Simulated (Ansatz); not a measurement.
BrClGa (`[Cl][Ga][Br]`) radical, relaxed with UKS PBE-D4/def2-SVP in Ansatz from a rough embedded geometry. The force threshold is 0.03 eV/Å; the program also tests the step.

The species carries charge 0 and has multiplicity 2.

Start:

```xyz
3

Cl   -1.667   -0.632   -0.083
Ga    0.190   -0.486    0.696
Br    1.477    1.119   -0.613
```

Problem. By how much does the energy fall, and how many steps does the optimiser take? (Best estimate.)

Solution. Computed: 31.46 kJ/mol, in 3 steps.

Problem. Which bonds change most? (Estimate.)

Solution. The calculation gave: Cl1–Ga2 from 2.020 to 2.196 Å; Ga2–Br3 from 2.438 to 2.345 Å.

Problem. Give the relaxed structure. (Best estimate.)

Solution. Ansatz gave: 
```xyz
3

Cl   -1.832   -0.737   -0.039
Ga    0.239   -0.390    0.603
Br    1.593    1.127   -0.564
```
